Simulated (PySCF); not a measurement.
Ligand exchange on a metal centre used in film growth or etching (Hf F-OH). Isolated molecules, 0 K electronic values unless said otherwise. One relaxed conformer stands for each flexible species; it need not be the lowest.

The charge on the central atom (Mulliken) from two functionals at the same geometries (BP86-D3(BJ)/def2-SVP), both in PySCF: PBE-D3(BJ)/def2-TZVP and B3LYP-D3(BJ)/def2-TZVP. B3LYP has the VWN-RPA correlation part, as in Gaussian. 

```tsv
species	PBE-D3(BJ)/def2-TZVP (e)	B3LYP-D3(BJ)/def2-TZVP (e)
0 of 4 F replaced by OH ([Hf(F)4])	1.54	1.73
1 of 4 F replaced by OH	1.52	1.71
2 of 4 F replaced by OH	1.50	1.69
3 of 4 F replaced by OH ([Hf(F)(OH)3])	1.47	1.67
4 of 4 F replaced by OH ([Hf(OH)4])	1.43	1.64
```

Over these rows, drawn at random from the members with no instability flagged (it was tested for open shells, ions and some series alone), PBE minus B3LYP-D3(BJ): mean -0.20 e, from -0.21 e to -0.19 e.
